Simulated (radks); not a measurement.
Results of a calculation; reference values are marked as such.
Question: Valence configurations of Co II (all share [Ar]). Code: a radial shooting solver on a logarithmic mesh with Libxc functionals. Model: scalar-relativistic Kohn-Sham, LDA (Slater exchange, Perdew-Wang correlation), spin-polarised, spherical densities, finite nucleus; open shells are filled with parallel spins first; Fermi nuclear charge, rms radius 3.7875 fm. Order these by energy: 3d6.5 4s1 4p0.5; 3d6 4s2; 3d8; 3d7 4p1; 3d7.5 4p0.5; 3d6 4s1 4p1; 3d6 4p2; 3d7 4s1.

Answer: From the lowest, in eV above it: 3d8 0.000; 3d7 4s1 0.764; 3d7.5 4p0.5 2.807; 3d6.5 4s1 4p0.5 4.857; 3d6 4s2 5.538; 3d7 4p1 6.359; 3d6 4s1 4p1 9.949; 3d6 4p2 16.274. NIST lists [Ar] 3d8 as the ground configuration; this level of theory agrees among the configurations tried. The energies are those of spherical high-spin densities, not of single terms.
